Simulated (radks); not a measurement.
Charge is removed step by step from the 2p (averaged over the sub-levels emptied) level of Ca2+, starting from [Ar]. All-electron calculation, Dirac Kohn-Sham, PBE, spin-unpolarised, spherical densities, finite nucleus; Fermi nuclear charge, rms radius 3.4776 fm. Program: a radial shooting solver on a logarithmic mesh with Libxc functionals.

removed (e)  E - E(0) (eV)  eigenvalue (eV)  E minus straight line (eV)
0                    0.000          -350.13                       0.000
0.25                89.103          -362.74                      -4.827
0.5                 181.39          -375.57                      -6.474
0.75                276.91          -388.63                      -4.883
1                   375.72          -401.91                       0.000

Removing the whole electron costs 375.72 eV by Delta-SCF, against 350.13 eV from minus the eigenvalue at the starting occupation. Slater's transition state (half an electron removed) gives 375.57 eV. Integrating minus the eigenvalue over the occupation (Janak's theorem) gives 375.72 eV. The mean slope of the eigenvalue, de/dn, is 51.8 eV per electron.
